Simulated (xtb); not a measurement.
ClCu, triplet, at a GFN2-xTB geometry (such geometries of metal compounds can be far from the true shape) (the multiplicity is a formal guess), atoms displaced at random by about 0.1 Å a coordinate; GFN1-xTB (xtb).

Input for xtb:
```
$ xtb mol.xyz --gfn 1 --uhf 2 --opt loose --json

# file mol.xyz
2

Cu     0.13501882     0.06074177    -1.02208531
Cl    -0.07523977     0.09620934     1.41751194
```

Question: Write the output that xtb gives for this input, abridged.

Answer: 
```
   ID    Z sym.   atoms
    1   29 Cu     1
    2   17 Cl     2

           -------------------------------------------------
          |                Calculation Setup                |
           -------------------------------------------------

           -------------------------------------------------
          |                 G F N 1 - x T B                 |
           -------------------------------------------------

          ...................................................
          :                      SETUP                      :
          :.................................................:
          :  # basis functions                  20          :
          :  # atomic orbitals                  18          :
          :  # shells                            6          :
          :  # electrons                        18          :
          :  # halogen bonds                     0          :
          :  max. iterations                   250          :
          :  Hamiltonian                  GFN1-xTB          :
          :  restarted?                      false          :
          :  GBSA solvation                  false          :
          :  PC potential                    false          :
          :  electronic temp.          300.0000000     K    :
          :  accuracy                    1.0000000          :
          :  -> integral cutoff          0.2500000E+02      :
          :  -> integral neglect         0.1000000E-07      :
          :  -> SCF convergence          0.1000000E-05 Eh   :
          :  -> wf. convergence          0.2000000E-04 e    :
          :  Broyden damping             0.4000000          :
          :  net charge                          0          :
          :  unpaired electrons                  2          :
          ...................................................

 iter      E             dE          RMSdq      gap      omega  full diag
   1     -8.6158024 -0.861580E+01  0.796E+00    3.59       0.0  T
   2     -8.6182253 -0.242288E-02  0.471E+00    3.58       1.0  T
   3     -8.6181102  0.115057E-03  0.918E-01    3.58       1.0  T
   4     -8.6181086  0.165693E-05  0.522E-01    3.58       1.0  T
   5     -8.6182500 -0.141465E-03  0.739E-02    3.58       1.0  T
   6     -8.6182523 -0.229052E-05  0.325E-02    3.58       2.2  T
   7     -8.6182529 -0.550539E-06  0.310E-03    3.58      22.8  T
   8     -8.6182529 -0.291445E-08  0.161E-03    3.58      43.8  T
   9     -8.6182529 -0.112331E-08  0.188E-06    3.58   37652.3  T
  10     -8.6182529  0.355271E-14  0.736E-09    3.58  100000.0  T

   *** convergence criteria satisfied after 10 iterations ***

 transition dipole moment (au) for excitation:           9          10
     X       Y       Z
  -0.0180   0.0030   0.2093  total (au/Debye):    0.210   0.534
 dE (eV)             :    3.240
 oscillator strength :  0.49526E-02

         :::::::::::::::::::::::::::::::::::::::::::::::::::::
         ::                     SUMMARY                     ::
         :::::::::::::::::::::::::::::::::::::::::::::::::::::
         :: total energy              -8.618327354760 Eh    ::
         :: gradient norm              0.043975074010 Eh/a0 ::
         :: HOMO-LUMO gap              3.581646533571 eV    ::
         ::.................................................::
         :: SCC energy                -8.618252888518 Eh    ::
         :: -> electrostatic           0.013796499996 Eh    ::
         :: repulsion energy           0.000261234726 Eh    ::
         :: dispersion energy         -0.000335700968 Eh    ::
         :: halogen bond corr.         0.000000000000 Eh    ::
         :: add. restraining           0.000000000000 Eh    ::
         :: total charge               0.000000000694 e     ::
         :::::::::::::::::::::::::::::::::::::::::::::::::::::

      -----------------------------------------------------------
     |                   =====================                   |
     |                        A N C O P T                        |
     |                   =====================                   |
     |               Approximate Normal Coordinate               |
     |                Rational Function Optimizer                |
      -----------------------------------------------------------
      -----------------------------------------------------------
     |                   =====================                   |
     |                        A N C O P T                        |
     |                   =====================                   |
     |               Approximate Normal Coordinate               |
     |                Rational Function Optimizer                |
      -----------------------------------------------------------

          ...................................................
          :                      SETUP                      :
          :.................................................:
          :   optimization level             loose          :
          :   max. optcycles                   200          :
          :   ANC micro-cycles                  20          :
          :   degrees of freedom                 1          :
          :.................................................:
          :   RF solver                   davidson          :
          :   write xtbopt.log                true          :
          :   linear (good luck)              true          :
          :   energy convergence         0.5000000E-04 Eh   :
          :   grad. convergence          0.4000000E-02 Eh/α :
          :   maxmium RF displ.          1.0000000          :
          :   Hlow (freq-cutoff)         0.1000000E-01      :
          :   Hmax (freq-cutoff)         5.0000000          :
          :   S6 in model hess.         20.0000000          :
          ...................................................

generating ANC from exact Hessian ...
Using Lindh-Hessian (1995)
[...]
 * total energy  :    -8.6183274 Eh     change        0.1243450E-13 Eh
 * total energy  :    -8.6299929 Eh     change       -0.1166551E-01 Eh
 * total energy  :    -8.6302765 Eh     change       -0.2836611E-03 Eh
 * total energy  :    -8.6312223 Eh     change       -0.9457263E-03 Eh
 * total energy  :    -8.6312691 Eh     change       -0.4683060E-04 Eh
   *** GEOMETRY OPTIMIZATION CONVERGED AFTER 5 ITERATIONS ***
[...]
           -------------------------------------------------

          ...................................................
          :                      SETUP                      :
          :.................................................:
          :  # basis functions                  20          :
          :  # atomic orbitals                  18          :
          :  # shells                            6          :
          :  # electrons                        18          :
          :  # halogen bonds                     0          :
          :  max. iterations                   250          :
          :  Hamiltonian                  GFN1-xTB          :
          :  restarted?                      false          :
          :  GBSA solvation                  false          :
          :  PC potential                    false          :
          :  electronic temp.          300.0000000     K    :
          :  accuracy                    1.0000000          :
          :  -> integral cutoff          0.2500000E+02      :
          :  -> integral neglect         0.1000000E-07      :
          :  -> SCF convergence          0.1000000E-05 Eh   :
          :  -> wf. convergence          0.2000000E-04 e    :
          :  Broyden damping             0.4000000          :
          :  net charge                          0          :
          :  unpaired electrons                  2          :
          ...................................................

 iter      E             dE          RMSdq      gap      omega  full diag
   1     -8.6349528 -0.863495E+01  0.103E-07    3.69       0.0  T
   2     -8.6349528  0.000000E+00  0.389E-08    3.69  100000.0  T
   3     -8.6349528  0.177636E-14  0.976E-09    3.69  100000.0  T

   *** convergence criteria satisfied after 3 iterations ***

 transition dipole moment (au) for excitation:           9          10
     X       Y       Z
  -0.0156   0.0026   0.1810  total (au/Debye):    0.182   0.462
 dE (eV)             :    3.515
 oscillator strength :  0.40191E-02

         :::::::::::::::::::::::::::::::::::::::::::::::::::::
         ::                     SUMMARY                     ::
         :::::::::::::::::::::::::::::::::::::::::::::::::::::
         :: total energy              -8.631269082649 Eh    ::
         :: gradient norm              0.001086874369 Eh/a0 ::
         :: HOMO-LUMO gap              3.685568400281 eV    ::
         ::.................................................::
         :: SCC energy                -8.634952776910 Eh    ::
         :: -> electrostatic           0.007823486715 Eh    ::
         :: repulsion energy           0.004015199517 Eh    ::
         :: dispersion energy         -0.000331505256 Eh    ::
         :: halogen bond corr.         0.000000000000 Eh    ::
         :: add. restraining           0.000000000000 Eh    ::
         :: total charge               0.000000000001 e     ::
         :::::::::::::::::::::::::::::::::::::::::::::::::::::

           -------------------------------------------------
          |                Property Printout                |
           -------------------------------------------------

    * Orbital Energies and Occupations

         #    Occupation            Energy/Eh            Energy/eV
      -------------------------------------------------------------
         1        2.0000           -0.8831852             -24.0327
         2        2.0000           -0.4887875             -13.3006
         3        2.0000           -0.4693611             -12.7720
         4        2.0000           -0.4693611             -12.7720
         5        1.9997           -0.4365852             -11.8801
         6        1.9997           -0.4365852             -11.8801
         7        1.9460           -0.4315891             -11.7441
         8        1.9460           -0.4315891             -11.7441
         9        1.1086           -0.4268691             -11.6157
        10        1.0000           -0.2977060              -8.1010 (HOMO)
        11                         -0.1622639              -4.4154 (LUMO)
        12                         -0.1622639              -4.4154
        13                         -0.0145430              -0.3957
        14                         -0.0145430              -0.3957
        15                         -0.0140670              -0.3828
        16                          0.0043593               0.1186
        17                          0.0043593               0.1186
        18                          0.2425523               6.6002
      -------------------------------------------------------------
                  HL-Gap            0.1354421 Eh            3.6856 eV
             Fermi-level           -0.3294270 Eh           -8.9642 eV

  Mulliken/CM5 charges         n(s)   n(p)   n(d)
     1Cu    0.33799  0.39622   0.982  0.556  9.124
     2Cl   -0.33799 -0.39622   1.901  5.439 -0.002

Wiberg/Mayer (AO) data.
largest (>0.10) Wiberg bond orders for each atom

 ---------------------------------------------------------------------------
     #   Z sym  total        # sym  WBO       # sym  WBO       # sym  WBO
 ---------------------------------------------------------------------------
     1  29 Cu   1.082 --     2 Cl   1.082
     2  17 Cl   1.082 --     1 Cu   1.082
 ---------------------------------------------------------------------------

Topologies differ in total number of bonds
Writing topology from bond orders to xtbtopo.mol

 dipole moment from electron density (au)
     X       Y       Z
   0.0865  -0.0146  -1.0035  total (Debye):    2.560

optimized geometry written to: xtbopt.xyz

           -------------------------------------------------
          | TOTAL ENERGY               -8.631269082649 Eh   |
          | GRADIENT NORM               0.001086874369 Eh/α |
          | HOMO-LUMO GAP               3.685568400281 eV   |
           -------------------------------------------------
```
